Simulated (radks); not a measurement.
Problem. Numerical settings for the cobalt ion Co+, [Ar] 3d8. All-electron calculation, non-relativistic Kohn-Sham, BLYP, spin-polarised, spherical densities, point nucleus; open shells are filled with parallel spins first. Program: a radial shooting solver on a logarithmic mesh with Libxc functionals. The defaults (mesh step 0.008 in ln r, mesh end at 40 bohr or more with all orbitals vanishing there, Anderson mixing 0.5 over 9 steps, residual threshold near 1e-9 with the energy settled to 1e-9 hartree or 1e-11 of itself, here a cap of 77 iterations) give E = -1382.5332 hartree and 3d at -11.398 eV in 17 iterations. Run on one thread of a shared host, so times are rough (Intel(R) Xeon(R) 6975P-C): 0.11 s of CPU time, 0.11 s wall, 17 iterations on 2476 mesh points. One setting is changed at a time: mesh step in ln r 0.05; mesh step in ln r 0.08; mesh step in ln r 0.012; mesh end (bohr) 12; mesh end (bohr) 5; residual threshold 1e-05; residual threshold 1e-16; mixing 1; linear mixing, mixing 0.2; linear mixing, mixing 0.5; mixing history 3; iteration cap 8. Which runs fail to converge, and which converge to a wrong energy?

Solution. Not converged within the cap: residual threshold 1e-16; linear mixing, mixing 0.2; linear mixing, mixing 0.5; iteration cap 8. Settings that end as converged yet miss the energy by more than 1 mhartree: mesh end (bohr) 5 (+0.0107 hartree).
